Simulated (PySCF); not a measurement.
r2SCAN on Ir⁻ (iridium, charge -1), [Xe] 4f14 5d8 6s2, high-spin 3F determinant. All numbers are calculated (PySCF 2.14, scalar relativity through the core potential, in aug-cc-pVTZ-PP with one added diffuse shell each of s, p, d, f, g type with ECP60MDF (7s7p6d4f3g, 113 functions)).

```
cycle= 1 E= -104.517657228567  delta_E= -0.0207  |g|= 0.0301  |ddm|= 0.353
cycle= 2 E= -104.517618536073  delta_E= 3.87e-05  |g|= 0.0346  |ddm|= 0.0891
cycle= 3 E= -104.518039232589  delta_E= -0.000421  |g|= 0.0133  |ddm|= 0.0361
cycle= 4 E= -104.518136332545  delta_E= -9.71e-05  |g|= 0.00189  |ddm|= 0.0227
cycle= 5 E= -104.518139944805  delta_E= -3.61e-06  |g|= 0.000219  |ddm|= 0.0081
cycle= 6 E= -104.518140012295  delta_E= -6.75e-08  |g|= 1.03e-05  |ddm|= 0.00151
cycle= 7 E= -104.518140012516  delta_E= -2.21e-10  |g|= 1.13e-06  |ddm|= 6.01e-05
converged SCF energy = -104.518140012516  <S^2> = 2.0219014  2S+1 = 3.0145656
```

Highest occupied orbital energy: 1.295 eV; ⟨L²⟩ = 12.05; populations by l: s 4.00, p 6.00, d 8.00, f 0.00.

Problem. Can this result be used?

Solution. With care. The run converged. Energies and moments cover only the electrons outside the core potential. Spin-orbit coupling, absent here, splits the open shell strongly. At r2SCAN the highest occupied level has a positive energy, so only the finite basis holds that electron; in a semilocal or global hybrid functional this comes from self-interaction and does not mean that the real anion is unbound.
